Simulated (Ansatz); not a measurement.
Reaction (redistribution): `C=C[SiH](O)Cl` + `C[SiH](O)O[SiH](O)O` → `O[SiH](O)O[SiH](O)Cl` + `C=C[SiH](C)O`

Gas-phase electronic energies from Ansatz, PBE0-D4/def2-TZVP geometries. CCSD(T)/CBS adds triple-zeta CCSD(T) − MP2 to the extrapolated MP2 energy (def2 sets, frozen cores). DFT in def2-TZVPP. B3LYP here is the variant with VWN-RPA as its local correlation; programs differ in this. Each species was taken in one conformer, which may not be the lowest.

Task: Is it downhill or uphill in electronic energy at CCSD(T)/CBS, and by how much? (Estimate.)

Result: The calculation gave: Uphill: ΔE = +7.7 kJ/mol.

Task: What do these levels give: PBE-D4, B3LYP-D4, ωB97X-V, B2PLYP, r2SCAN, SCS-MP2/def2-QZVPP? (Estimate.)

Result: Ansatz gave: PBE-D4 7.0, B3LYP-D4 6.9, ωB97X-V 8.6, B2PLYP 8.3, r2SCAN 8.5, SCS-MP2/def2-QZVPP 7.8 kJ/mol.

Largest T1 diagnostic among the species: 0.011.
